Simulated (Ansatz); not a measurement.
CH₉NOSi₂, SMILES `C[SiH2]N[SiH2]O`. The species carries charge 0 and has multiplicity 1. The geometry is a stationary point of PBE0-D4/def2-TZVP. It is one conformer, not always the lowest.

```xyz
14

C    -1.438    1.178   -0.741
Si   -1.100   -0.654   -0.651
N     0.549   -0.985   -0.229
Si    1.389   -0.490    1.183
O     2.639    0.542    0.894
H    -1.242    1.657    0.222
H    -0.812    1.658   -1.497
H    -2.485    1.363   -0.995
H    -1.333   -1.296   -1.974
H    -2.044   -1.257    0.331
H     1.046   -1.588   -0.869
H     2.043   -1.624    1.872
H     0.348    0.146    2.035
H     2.440    1.350    0.418
```

(1) What is the dipole moment at B3LYP/def2-TZVPP? (Estimate.)

(2) And with PBE, r2SCAN, ωB97M-V? (An estimate is asked.)

(3) Give the Mulliken charges with B3LYP, PBE, r2SCAN in def2-TZVPP. (Best estimate.)

Results:

(1) The calculation gave: 1.66 D, with components (-0.51, 0.85, -1.34) D in this frame, pointing from negative to positive charge.

(2) Ansatz gave: PBE 1.68 D, r2SCAN 1.71 D, ωB97M-V 1.69 D.

(3) Ansatz gave: 
```
atom  B3LYP    PBE  r2SCAN
  C1  -0.38  -0.36   -0.30
 Si2   0.40   0.30    0.42
  N3  -0.35  -0.29   -0.41
 Si4   0.50   0.40    0.53
  O5  -0.39  -0.34   -0.41
  H6   0.10   0.10    0.08
  H7   0.10   0.10    0.07
  H8   0.10   0.10    0.08
  H9  -0.09  -0.08   -0.09
 H10  -0.09  -0.08   -0.09
 H11   0.12   0.13    0.14
 H12  -0.09  -0.08   -0.09
 H13  -0.11  -0.10   -0.11
 H14   0.18   0.18    0.20
```

B3LYP here is the variant with VWN-RPA as its local correlation; programs differ in this.
